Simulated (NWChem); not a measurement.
# CF₂, singlet; SMILES F[C]F

Program: NWChem. Low-valent species are run as closed-shell singlets; no triplet was tried in these runs. Coordinates come from a PBE0/def2-SVP optimisation. Ions are spin-unrestricted doublets at the neutral geometry; other ion states weren't tried. Functional: LC-ωPBE (HJS hole) with def2-SVP; rows give the range parameter ω in 1/bohr.

```json
[
 {"range parameter (1/bohr)": "0.05", "vertical ionisation energy, ΔSCF (eV)": "…", "−ε(HOMO) (eV)": "…", "ΔSCF minus −ε(HOMO) (eV)": "…"},
 {"range parameter (1/bohr)": "0.10", "vertical ionisation energy, ΔSCF (eV)": "11.53", "−ε(HOMO) (eV)": "8.18", "ΔSCF minus −ε(HOMO) (eV)": "3.35"},
 {"range parameter (1/bohr)": "0.20", "vertical ionisation energy, ΔSCF (eV)": "11.63", "−ε(HOMO) (eV)": "9.52", "ΔSCF minus −ε(HOMO) (eV)": "2.11"},
 {"range parameter (1/bohr)": "0.25", "vertical ionisation energy, ΔSCF (eV)": "11.70", "−ε(HOMO) (eV)": "10.09", "ΔSCF minus −ε(HOMO) (eV)": "1.61"},
 {"range parameter (1/bohr)": "0.35", "vertical ionisation energy, ΔSCF (eV)": "11.86", "−ε(HOMO) (eV)": "11.04", "ΔSCF minus −ε(HOMO) (eV)": "0.82"}
]
```

Q: What belongs in the gaps?

A: 
- 0.05, vertical ionisation energy, ΔSCF (eV): 11.51
- 0.05, −ε(HOMO) (eV): 7.43
- 0.05, ΔSCF minus −ε(HOMO) (eV): 4.08
